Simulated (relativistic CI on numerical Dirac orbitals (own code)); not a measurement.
## How well does a small relativistic CI reproduce Cl²⁺?

Calculated at this level of theory: Dirac-Coulomb-Breit CI, orbitals from a KLI potential per configuration, a model potential for QED, valence Slater integrals scaled by 0.85, P86 correlation estimate, and configurations built on the next ion tied to the tabulated ionisation energy (semi-empirical) (own radial code, finite nucleus).

Configuration list (outside the closed core [Ne]): 3s2 3p3, 3s2 3p2 3d, 3s2 3p2 4s, 3s2 3p2 4p, 3s2 3p2 4d, 3s2 3p2 5s, 3s2 3p2 4f, 3s 3p4, 3p5, 3s2 3p 3d2, 3s 3p3 3d, 3p3 3d2, 3s2 3p 3d 4s, 3s2 3p 4s2, 3s2 3p2 5p, 3s2 3p 3d 4p, 3s2 3p2 5d, 3s2 3p 4s 4p, 3s2 3p2 5f, 3s2 3p2 5g, 3s 3p3 4s, 3p4 3d, 3p4 4s, 3s2 3p 4p2. Levels of other configurations are missing.

| Configuration | Term (tabulated) | J | Measured (cm⁻¹) | Computed | Error | Purity (%) |
| --- | --- | --- | --- | --- | --- | --- |
| 3s2 3p3 | 4S° | 3/2 | 0.0 | 0 | 0 | 97 |
| 3s2 3p3 | 2D° | 3/2 | 18053.0 | 18317 | 264 | 96 |
| 3s2 3p3 | 2D° | 5/2 | 18120.0 | 18387 | 267 | 96 |
| 3s2 3p3 | 2P° | 1/2 | 29812.0 | 28996 | -816 | 95 |
| 3s2 3p3 | 2P° | 3/2 | 29907.0 | 29090 | -817 | 95 |
| 3s 3p4 | 4P | 5/2 | 98520.0 | 105783 | 7263 | 82 |
| 3s 3p4 | 4P | 3/2 | 99130.0 | 106380 | 7250 | 82 |
| 3s 3p4 | 4P | 1/2 | 99475.0 | 106716 | 7241 | 82 |
| 3s2 3p2 4s | 4P | 1/2 | 173736.0 | 174746 | 1010 | 96 |
| 3s2 3p2 4s | 4P | 3/2 | 174093.8 | 175173 | 1080 | 96 |
| 3s2 3p2 4s | 4P | 5/2 | 174613.9 | 175835 | 1221 | 95 |
| 3s2 3p2 4s | 2P | 1/2 | 178369.7 | 179366 | 996 | 97 |
| 3s2 3p2 4s | 2P | 3/2 | 179076.1 | 180187 | 1111 | 95 |
| 3s2 3p2 4s | 2D | 5/2 | 188390.1 | 190330 | 1940 | 95 |
| 3s2 3p2 4s | 2D | 3/2 | 188448.1 | 190327 | 1879 | 75 |
| 3s2 3p2 4p | 4D° | 1/2 | 201073.4 | 203800 | 2726 | 98 |
| 3s2 3p2 4p | 4D° | 3/2 | 201332.0 | 204058 | 2726 | 98 |
| 3s2 3p2 4p | 4D° | 5/2 | 201765.1 | 204494 | 2729 | 98 |
| 3s2 3p2 4p | 4D° | 7/2 | 202367.6 | 205109 | 2742 | 99 |
| 3s2 3p2 4p | 4P° | 1/2 | 204021.6 | 206555 | 2534 | 99 |
| 3s2 3p2 4p | 4P° | 3/2 | 204124.0 | 206664 | 2540 | 91 |
| 3s2 3p2 4p | 4P° | 5/2 | 204541.2 | 207114 | 2573 | 92 |
| 3s2 3p2 4p | 2D° | 3/2 | 205037.3 | 207863 | 2826 | 96 |
| 3s2 3p2 4p | 4S° | 3/2 | 205938.5 | 208442 | 2503 | 92 |
| 3s2 3p2 4p | 2D° | 5/2 | 205946.9 | 208774 | 2827 | 92 |
| 3s2 3p2 4p | 2P° | 1/2 | 209042.1 | 211697 | 2655 | 98 |
| 3s2 3p2 4p | 2P° | 3/2 | 209182.8 | 211850 | 2667 | 98 |
| 3s2 3p2 4p | 2F° | 5/2 | 216524.6 | 219976 | 3451 | 98 |
| 3s2 3p2 4p | 2F° | 7/2 | 216710.4 | 220153 | 3443 | 99 |
| 3s2 3p2 4p | 2D° | 5/2 | 217850.2 | 220995 | 3145 | 97 |
| 3s2 3p2 4p | 2D° | 3/2 | 217913.1 | 221063 | 3150 | 97 |
| 3s2 3p2 4p | 2P° | 1/2 | 221862.9 | 225036 | 3173 | 97 |
| 3s2 3p2 4p | 2P° | 3/2 | 222100.7 | 225291 | 3190 | 96 |
| 3s2 3p2 4d | 4F | 3/2 | 239506.3 | 242593 | 3087 | 97 |
| 3s2 3p2 4d | 4F | 5/2 | 239729.9 | 242819 | 3089 | 95 |
| 3s2 3p2 4d | 4F | 7/2 | 240075.2 | 243172 | 3097 | 95 |
| 3s2 3p2 4d | 4F | 9/2 | 240568.4 | 243690 | 3122 | 99 |
| 3s2 3p2 4d | 4D | 1/2 | 241559.4 | 244410 | 2850 | 95 |
| 3s2 3p2 4d | 4D | 3/2 | 241572.4 | 244453 | 2880 | 89 |
| 3s2 3p2 4d | 4D | 5/2 | 241685.1 | 244581 | 2896 | 84 |
| 3s2 3p2 4d | 4D | 7/2 | 242046.2 | 244911 | 2865 | 94 |
| 3s2 3p2 4d | 4P | 5/2 | 242822.8 | 245972 | 3149 | 86 |
| 3s2 3p2 4d | 4P | 3/2 | 243080.7 | 246253 | 3172 | 90 |
| 3s2 3p2 4d | 4P | 1/2 | 243207.2 | 246372 | 3165 | 73 |
| 3s2 3p2 4d | 2F | 5/2 | 243828.4 | 247598 | 3769 | 95 |
| 3s2 3p2 4d | 2F | 7/2 | 244684.9 | 248461 | 3776 | 94 |
| 3s2 3p2 5s | 4P | 1/2 | 244951.5 | 247627 | 2676 | 91 |
| 3s2 3p2 5s | 4P | 3/2 | 245392.4 | 248056 | 2663 | 95 |
| 3s2 3p2 5s | 4P | 5/2 | 246137.2 | 248799 | 2661 | 98 |
| 3s2 3p2 4d | 2D | 3/2 | 248528.2 | 252235 | 3707 | 89 |
| 3s2 3p2 4d | 2D | 5/2 | 248657.7 | 252366 | 3708 | 90 |
| 3s2 3p2 4d | 2F | 7/2 | 255086.3 | 259364 | 4278 | 92 |
| 3s2 3p2 4d | 2F | 5/2 | 255140.4 | 259489 | 4348 | 91 |
| 3s2 3p2 5s | 2D | 5/2 | 258885.8 | 262284 | 3398 | 99 |
| 3s2 3p2 5s | 2D | 3/2 | 258890.8 | 262291 | 3400 | 99 |

Measured levels from Moore, Atomic Energy Levels, vol. I, NSRDS-NBS 35 (1971 reprint of NBS Circular 467, 1949); pairs were made by configuration, J and term (by order where the table uses no LS term), so strongly mixed levels may be paired wrongly. The analysis dates from before 1960.

Mean error by configuration (cm⁻¹): 3s2 3p3 -276; 3s 3p4 7251; 3s2 3p2 4s 1320; 3s2 3p2 4p 2867; 3s2 3p2 4d 3351; 3s2 3p2 5s 2960. Over the excited levels the mean absolute error is 2898 cm⁻¹ (54 of the 54 excited levels that our extract of the source holds in range could be paired), and the median relative error of those above 1,000 cm⁻¹ is 1.3 %.
